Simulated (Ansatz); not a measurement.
`[AlH2][SiH2][SiH2][GaH2]`. Charge 0, multiplicity 1. All single points use the PBE0-D4/def2-TZVP geometry. It is one conformer, not always the lowest.

```xyz
12

Al    2.550   -1.266    0.894
Si    0.926    0.513    0.519
Si   -0.935   -0.496   -0.513
Ga   -2.533    1.250   -0.896
H     3.608   -1.627   -0.233
H     2.473   -2.143    2.216
H     1.408    1.593   -0.391
H     0.440    1.164    1.772
H    -1.433   -1.571    0.394
H    -0.461   -1.151   -1.768
H    -3.573    1.631    0.219
H    -2.471    2.104   -2.213
```

(1) What is the dipole moment at ωB97M-V/def2-TZVPP? (An estimate is asked.)

(2) And with PBE, r2SCAN, B3LYP? (Best estimate.)

(3) Give the Mulliken charges with ωB97M-V, B3LYP, PBE in def2-TZVPP. (Estimate.)

Answers

(1) The calculation gave: 0.18 D, with components (0.16, -0.05, 0.07) D in this frame, pointing from negative to positive charge.

(2) Ansatz gave: PBE 0.13 D, r2SCAN 0.16 D, B3LYP 0.19 D.

(3) Computed: 
| atom | ωB97M-V | B3LYP | PBE |
| --- | --- | --- | --- |
| Al1 | 0.39 | 0.41 | 0.36 |
| Si2 | -0.14 | -0.01 | -0.05 |
| Si3 | -0.09 | 0.03 | -0.01 |
| Ga4 | 0.13 | 0.16 | 0.13 |
| H5 | -0.11 | -0.14 | -0.11 |
| H6 | -0.11 | -0.14 | -0.11 |
| H7 | -0.01 | -0.05 | -0.04 |
| H8 | -0.01 | -0.05 | -0.04 |
| H9 | 0.00 | -0.05 | -0.04 |
| H10 | 0.00 | -0.05 | -0.04 |
| H11 | -0.03 | -0.05 | -0.03 |
| H12 | -0.03 | -0.05 | -0.03 |

B3LYP here is the variant with VWN-RPA as its local correlation; programs differ in this.
